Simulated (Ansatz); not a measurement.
Gas-phase electronic energies from Ansatz, PBE0-D4/def2-TZVP geometries. CCSD(T)/CBS adds triple-zeta CCSD(T) − MP2 to the extrapolated MP2 energy (def2 sets, frozen cores). DFT in def2-TZVPP. Each species was taken in one conformer, which may not be the lowest.

Consider the isomerisation: `[CH3][Al]1[CH2]C[SiH2]1` → `C=[CH][Al]([CH3])[SiH3]`.

| level | ΔE (kcal/mol) |
| --- | --- |
| ωB97M-V | 5.9 |
| MP2/def2-QZVPP | 6.9 |
| SCS-MP2/def2-QZVPP | 3.8 |
| CCSD/CBS(def2) | 3.5 |

Task: What does CCSD(T)/CBS give? (An estimate is asked.)

Result: The calculation gave: +4.0 kcal/mol. The listed levels differ from it by 1.9, 2.9, -0.2, -0.5 kcal/mol.

Largest T1 diagnostic among the species: 0.012.

From PBE to PBE0 (25 % exact exchange), in def2-TZVPP and without D4, ΔE moves by +1.1 kcal/mol. In def2-TZVPP, CCSD(T) changes the Hartree–Fock value by +7.8 kcal/mol (the triples alone add +0.5 kcal/mol) and MP2 by +11.0 kcal/mol.
